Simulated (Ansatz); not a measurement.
Basis sets compared for the cluster TeAu₂⁺ (the lowest doublet isomer of a short search). Total charge 1; doublet. Geometry PBE0-D4/def2-TZVP. Ansatz on 4 threads of Arm Neoverse V2 on a shared host; times are rough, and most runs start from earlier orbitals.

```tsv
atom	x (Å)	y (Å)	z (Å)
Au1	-1.200	1.257	-0.796
Au2	1.503	-0.218	1.161
Te3	-0.303	-1.039	-0.365
```

In the def2 sets Au, Te take a core potential; there is no spin–orbit coupling. The structure comes from a short search, and lower isomers may exist.

```csv
level,functions,energy (Eh),HOMO (eV),LUMO (eV),wall time
PBE-D4/def2-SVP,90,-539.3412,-11.40,-10.46,1.4 s
PBE0-D4/def2-SVP,90,-539.2619,-12.49,-9.47,2 s
```

(1) Estimate the rows for PBE-D4/def2-TZVP, PBE0-D4/def2-TZVP (with forces).

Results:

(1) 
```
                          level  functions  energy (Eh)  HOMO (eV)  LUMO (eV)  wall time
               PBE-D4/def2-TZVP        130    -539.3713     -11.36     -10.36      2.1 s
PBE0-D4/def2-TZVP (with forces)        130    -539.2920     -12.43      -9.35      3.8 s
```
